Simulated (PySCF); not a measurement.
Vertical excitation energies

Species: C5H3Cl3.
Bonds: C1–C2 (triple), C2–C3, C3–C4 (double), C3–C5, C5–Cl6, C5–Cl7, C5–Cl8. Hydrogens: H9 on C1; H10, H11 on C4.

Computed, not measured: TDDFT B3LYP/def2-SVPD, vertical, gas phase, core orbitals frozen in the response (PySCF 2.14.0, density-fitted response routines). Isolated species at its GFN2-xTB geometry, gas phase. Torsions of this conformer, `[CH:1]#[C:2][C:3](=[CH2:4])[C:5]([Cl:6])([Cl:7])[Cl:8]`: C2–C3–C5–Cl6 59°.

```json
{"state": "S1", "λ (nm)": "243.5", "E (eV)": "5.09", "f": "0.0001", "symmetry": "–", "main configurations (H = HOMO, L = LUMO)": "H-1→L (96%)"}
{"state": "S2", "λ (nm)": "235.1", "E (eV)": "5.27", "f": "0.134", "symmetry": "A′", "main configurations (H = HOMO, L = LUMO)": "H→L (84%)"}
{"state": "S3", "λ (nm)": "226.2", "E (eV)": "5.48", "f": "0.0003", "symmetry": "–", "main configurations (H = HOMO, L = LUMO)": "H→L+1 (96%)"}
{"state": "S4", "λ (nm)": "218.6", "E (eV)": "5.67", "f": "0.0011", "symmetry": "–", "main configurations (H = HOMO, L = LUMO)": "H-2→L (97%)"}
{"state": "S5", "λ (nm)": "209.4", "E (eV)": "5.92", "f": "0.0001", "symmetry": "–", "main configurations (H = HOMO, L = LUMO)": "H→L+2 (89%)"}
{"state": "S6", "λ (nm)": "209.1", "E (eV)": "5.93", "f": "0.040", "symmetry": "A′", "main configurations (H = HOMO, L = LUMO)": "H-3→L (88%)"}
{"state": "S7", "λ (nm)": "204.0", "E (eV)": "6.08", "f": "0.0000", "symmetry": "–", "main configurations (H = HOMO, L = LUMO)": "H-4→L (49%), H-2→L+1 (44%)"}
{"state": "S8", "λ (nm)": "202.3", "E (eV)": "6.13", "f": "0.0000", "symmetry": "–", "main configurations (H = HOMO, L = LUMO)": "H-2→L+1 (52%), H-4→L (41%)"}
```

Triplets, Tamm–Dancoff:

```json
{"state": "T1", "E (eV)": "3.45", "λ (nm)": "358.9", "main configurations (H = HOMO, L = LUMO)": "H→L (92%)"}
{"state": "T2", "E (eV)": "4.87", "λ (nm)": "254.8", "main configurations (H = HOMO, L = LUMO)": "H-1→L (86%)"}
{"state": "T3", "E (eV)": "5.24", "λ (nm)": "236.8", "main configurations (H = HOMO, L = LUMO)": "H-3→L (44%), H→L+3 (14%), H-6→L (9%)"}
```

The lowest singlet comes at 243 nm (491 kJ/mol) in the ultraviolet; it is dark (f under 0.0005); its leading configuration is HOMO-1→LUMO (96%). The most intense listed level is S2 at 5.27 eV (235 nm, f = 0.134), 0.18 eV above S1. S5/S6 lie within about 0.01 eV of each other. Löwdin shares by element: HOMO carbon 89% or more; LUMO carbon 61% or more, chlorine 7% or more (atoms not listed hold the other 32%). Weighted by f, the mean energy of these states is 5.43 eV. The listed states span 1.04 eV, and the widest gap between neighbours is 0.25 eV (S4 to S5). The oscillator strengths of these states sum to 0.176; summed over the whole spectrum of an exact calculation they would give the number of electrons, 84 (Thomas–Reiche–Kuhn). Symmetry labels in Cs follow from the direction of the transition dipole and are given only for states with f of 0.002 or more. The window holds the lowest 8 singlets.
